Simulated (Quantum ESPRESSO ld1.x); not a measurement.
Question: Bi2+, configuration [Xe] 4f12.5 5d10 6s2 6p2.5 (fractional occupations, a model configuration). Method: Dirac Kohn-Sham, relativistic LDA (MacDonald-Vosko exchange, VWN5 correlation), spin-unpolarised, spherical densities, point nucleus; open shells are shared between the two j in proportion to 2j + 1; computed with ld1.x of Quantum ESPRESSO 7.5. Some entries of the table are withheld. Estimate them.

orbital,occ.,eigenvalue (hartree),<r> (bohr),<r^2> (bohr^2)
1s1/2,2,-3303.94,0.01586,0.0003492
2s1/2,2,-595.374,0.06604,0.005229
2p1/2,2,-572.385,0.05411,0.003673
2p3/2,4,-488.345,0.06311,0.004850
3s1/2,2,-145.384,0.1716,0.03383
3p1/2,2,-134.955,(1),0.03069
3p3/2,4,-116.117,(2),0.03698
3d3/2,4,-98.9832,(3),0.02811
3d5/2,6,-94.9680,(4),0.02981
4s1/2,2,-34.7390,0.3767,0.1603
4p1/2,2,-30.1945,0.3771,0.1620
4p3/2,4,-25.4839,0.4112,0.1921
4d3/2,4,-18.0726,0.4132,0.1971
4d5/2,6,-17.1820,0.4240,0.2072
4f5/2,5.35714,-7.53306,0.4282,0.2176
4f7/2,7.14286,-7.32276,0.4339,0.2233
5s1/2,2,-7.01649,0.8167,0.7470
5p1/2,2,-5.39259,(5),0.8410
5p3/2,4,-4.42149,(6),1.012
5d3/2,4,-2.09942,1.135,1.478
5d5/2,6,-1.97012,1.171,1.574
6s1/2,2,-1.29026,1.961,4.303
6p1/2,0.833333,-0.90575,2.266,5.774
6p3/2,1.66667,-0.78401,2.504,7.038

Answer: 
(1) 3p1/2 <r> (bohr): 0.1621
(2) 3p3/2 <r> (bohr): 0.1784
(3) 3d3/2 <r> (bohr): 0.1548
(4) 3d5/2 <r> (bohr): 0.1597
(5) 5p1/2 <r> (bohr): 0.8643
(6) 5p3/2 <r> (bohr): 0.9481
